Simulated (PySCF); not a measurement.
PySCF job for Al(Cl)(OH)2 (AlClH2O2), SMILES [OH][Al]([OH])[Cl], PBE0-D3(BJ)/def2-SVP. The structure is a stationary point at PBE0-D3(BJ)/def2-SVP. One conformer was computed; it need not be the lowest.

```python
import numpy as np
from pyscf import gto, scf, dft, df
from pyscf.hessian import thermo

mol = gto.M(
    atom='''
    Al    0.00109566    0.41535470    0.00000000
    Cl   -0.03277672   -1.67388120    0.00000000
    O    -1.48183129    1.22058681    0.00000000
    H    -1.57919463    2.17393796    0.00000000
    O     1.45558846    1.27830335    0.00000000
    H     2.33209791    0.89130997    0.00000000
    ''',
    basis='def2-SVP',
    charge=0,
    spin=0,
    max_memory=1600,
    verbose=3,
)
mf = dft.RKS(mol, xc='pbe0').density_fit(auxbasis='def2-universal-jkfit')
mf.disp = 'd3bj'
mf.grids.level = 3
mf.conv_tol = 1e-11
mf.max_cycle = 100
mf.kernel()

# [left out here: the lines that compute and print the analytic Hessian (its translational invariance restored by hand, since the grid's response is missing), thermochemistry and intensities]
```

Log of the run:

```
converged SCF energy = -853.699451412574

WARN: DFTD3 does not support analytical Hessian, using finite difference


WARN: Mole.unit (angstrom) is changed to Bohr

Mode                                 0                   1                   2
Irrep
Freq [cm^-1]                      188.1943            220.7296            257.0065
Reduced mass [au]                   7.0325              4.2515              5.6845
Force const [Dyne/A]                0.1467              0.1220              0.2212
Char temp [K]                     270.7697            317.5808            369.7751
Normal mode                   x     y     z       x     y     z       x     y     z
       0  Al                 0.08 -0.01 -0.00   -0.01 -0.05  0.00   -0.00 -0.00 -0.15
       1  Cl                -0.08 -0.00  0.00    0.01 -0.07 -0.00    0.00 -0.00  0.04
       2   O                 0.03 -0.11  0.00    0.08  0.12 -0.00    0.00  0.00  0.07
       3   H                -0.05 -0.12  0.00    0.33  0.15 -0.00    0.00  0.00  0.32
       4   O                 0.01  0.12  0.00   -0.09  0.09 -0.00   -0.00  0.00  0.08
       5   H                 0.07  0.28  0.00   -0.02  0.25 -0.00   -0.00  0.00  0.20
Mode                                 3                   4                   5
Irrep
Freq [cm^-1]                      330.0205            342.9712            494.2305
Reduced mass [au]                   1.2154              1.1387              5.8408
Force const [Dyne/A]                0.0780              0.0789              0.8406
Char temp [K]                     474.8260            493.4592            711.0876
Normal mode                   x     y     z       x     y     z       x     y     z
       0  Al                -0.00 -0.00 -0.04    0.00  0.00  0.02   -0.00  0.09 -0.00
       1  Cl                 0.00 -0.00  0.01   -0.00  0.00  0.01   -0.00 -0.11  0.00
       2   O                -0.00  0.00  0.04   -0.00 -0.00 -0.08   -0.04  0.04  0.00
       3   H                 0.00  0.00 -0.53   -0.00 -0.00  0.73   -0.30  0.01  0.00
       4   O                -0.00  0.00  0.08    0.00 -0.00  0.03    0.07  0.07 -0.00
       5   H                -0.00 -0.00 -0.73    0.00 -0.00 -0.58   -0.04 -0.21  0.00
Mode                                 6                   7                   8
Irrep
Freq [cm^-1]                      568.6791            590.8012            845.2794
Reduced mass [au]                   1.2498              1.5272              7.5473
Force const [Dyne/A]                0.2381              0.3141              3.1772
Char temp [K]                     818.2025            850.0314           1216.1688
Normal mode                   x     y     z       x     y     z       x     y     z
       0  Al                 0.01 -0.01  0.00   -0.01 -0.05 -0.00    0.01  0.12 -0.00
       1  Cl                -0.00  0.00 -0.00   -0.00  0.03  0.00   -0.00 -0.02  0.00
       2   O                -0.08 -0.03 -0.00    0.11 -0.00  0.00    0.09 -0.07  0.00
       3   H                 0.72  0.07 -0.00   -0.39 -0.07 -0.00    0.24 -0.06  0.00
       4   O                 0.04  0.06 -0.00   -0.04  0.07  0.00   -0.12 -0.07  0.00
       5   H                -0.19 -0.48 -0.00   -0.32 -0.61 -0.00   -0.13 -0.09  0.00
Mode                                 9                  10                  11
Irrep
Freq [cm^-1]                      976.6783           3986.9021           3989.6926
Reduced mass [au]                   8.8723              1.0678              1.0683
Force const [Dyne/A]                4.9865             10.0001             10.0186
Char temp [K]                    1405.2226           5736.2645           5740.2793
Normal mode                   x     y     z       x     y     z       x     y     z
       0  Al                 0.13 -0.01 -0.00    0.00  0.00 -0.00   -0.00 -0.00  0.00
       1  Cl                -0.00  0.00  0.00    0.00 -0.00  0.00   -0.00 -0.00 -0.00
       2   O                -0.10  0.07  0.00   -0.01  0.06  0.00   -0.00  0.02 -0.00
       3   H                -0.16  0.07  0.00    0.11 -0.92 -0.00    0.03 -0.27 -0.00
       4   O                -0.10 -0.04  0.00   -0.02  0.01  0.00    0.05 -0.02 -0.00
       5   H                -0.14 -0.13 -0.00    0.25 -0.11  0.00   -0.85  0.36  0.00
temperature 298.1500 [K]
pressure 101325.00 [Pa]
Rotational constants [GHz] 6.56055 3.17284 2.13858
Symmetry number 1
Zero-point energy (ZPE) 0.02914 [Eh]   76508.278 [J/mol]
                           tot       elec      trans        rot        vib
Entropy [J/mol/K]       319.040      0.000    165.729    110.382     42.929
Cv [J/mol/K]             79.408      0.000     12.472     12.472     54.464
Cp [J/mol/K]             87.722      0.000     20.786     12.472     54.464
Internal energy [J/mol]                      3718.434   3718.434  84427.733
Internal energy [Eh]   -853.66446  -853.69945
Enthalpy [J/mol]                             6197.391   3718.434  84427.733
Enthalpy [Eh]          -853.66352
Gibbs free energy [J/mol]                  -43214.623 -29191.955  71628.322
Gibbs free energy [Eh] -853.69975
static polarisability / bohr^3: [[31.849 -0.413  0.   ]
 [-0.415 38.387 -0.   ]
 [-0.    -0.    23.339]]
largest difference of analytic and finite-field dipole derivatives / e: 0.00126824808235515
mode   freq/cm-1   IR/(km/mol)   Raman/(A^4/amu)   depolarisation
   1      188.19        15.805             1.878            0.723
   2      220.73        24.707             1.531            0.683
   3      257.01        15.858             0.005            0.750
   4      330.02       299.090             0.431            0.750
   5      342.97        12.428             0.734            0.750
   6      494.23        37.370             6.017            0.104
   7      568.68        90.963             2.748            0.161
   8      590.80       271.412             1.562            0.352
   9      845.28       143.195             5.355            0.121
  10      976.68       127.633             1.439            0.652
  11     3986.90       148.239            83.279            0.407
  12     3989.69        86.095           111.740            0.179
max |gradient| / (hartree/bohr): 7.041128366422339e-05
APT charges: [ 1.6536 -0.5394 -0.8762  0.3251 -0.8881  0.3251]
```

The run converged.

Cost: very roughly 50 core-seconds.
